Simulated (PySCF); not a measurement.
**Dipole response of Cr³⁺ (chromium, charge +3)**

[Ar] 3d3, high-spin 4F determinant. Computed with PySCF 2.14 in aug-cc-pwCVTZ-DK with one added diffuse shell each of s, p, d, f, g type (11s10p8d5f4g, 152 functions), with scalar relativity by spin-free X2C-1e. Coupled (time-dependent) response in atomic units; α is the mean over directions.

```json
{"method": "BP86", "mean α (bohr³)": "2.200", "C₆ (like pair)": "5.593", "S(−4)": "1.820"}
```

S(−4) is the Cauchy moment in α(ω) = α(0) + S(−4) ω² + …

α(iu) at BP86:

```csv
u (hartree),α(iu) (bohr³)
0,2.200
0.0500,2.196
0.100,2.183
0.200,2.132
0.300,2.059
0.500,1.878
0.750,1.649
1.00,1.444
1.50,1.115
2.00,0.8721
3.00,0.5609
5.00,0.2813
```

For an ion, C₆ is the dispersion term alone; charge-induced terms of lower order in 1/R come first.
